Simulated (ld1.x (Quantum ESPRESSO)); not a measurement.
Transferability test, PAW potential for cobalt

```
Element                 : cobalt
Generator               : ld1.x (Quantum ESPRESSO) 7.5
Type                    : PAW
Functional              : PBE
Relativity              : scalar-relativistic
Frozen core             : [Ne]
Valence charge          : 17
Reference configuration : 3s2 3p6 3d7 4s1.5 4p0.5
Partial waves           : 3s (bound): rcut 1.10, rcutus 1.30 bohr; 4s (bound): rcut 1.10, rcutus 1.30 bohr; 3p (bound): rcut 1.45, rcutus 1.55 bohr; 4p (bound): rcut 1.45, rcutus 1.55 bohr; 3d (bound): rcut 1.15, rcutus 1.35 bohr; 3d channel at 1.25 Ry: rcut 1.15, rcutus 1.35 bohr
Local potential         : all-electron potential smoothed inside 1.40 bohr (lloc = -1)
Core correction         : Bessel-smoothed model core, default radius (core density twice the valence density)
Augmentation charge     : PSQ, inside the norm-conserving radii
```

Energies are relative to the spin-unpolarised reference configuration 3s2 3p6 3d7 4s1.5 4p0.5; without spin polarisation the order of configurations can differ from experiment. Not all tests gave a result: test run stopped at test 7 of 7 (negative norm?).

Its overlap operator is not positive definite in a basis up to 400 Ry (lowest eigenvalue s -0.22), so the file is unfit for use: the generalised eigenproblem breaks down once the basis is large enough, and its test numbers describe a broken file.

| valence configuration | charge | ΔE all-electron (eV) | error AE − PS (meV) |
| --- | --- | --- | --- |
| 3s2 3p6 3d7 4s2 4p0 | 0 | -2.135 | 0.0 |
| 3s2 3p6 3d7 4s1 4p0 | +1 | 6.895 | -0.7 |
| 3s2 3p6 3d7 4s0 4p0 | +2 | 23.681 | -2.6 |
| 3s2 3p6 3d7 4s0 4p1 | +1 | 12.263 | -3.1 |
| 3s2 3p6 3d7 4s1 4p1 | 0 | 2.215 | -0.5 |
| 3s2 3p6 3d7.5 4s1.5 4p0 | 0 | -3.096 | -3.0 |

Levels in the configuration 3s2 3p6 3d7 4s0 4p0:

```tsv
level	all-electron (eV)	pseudo (eV)
3s	-121.480	-121.474
3p	-84.732	-84.727
3d	-27.064	-27.058
```

The ghost test of this file was not conclusive.
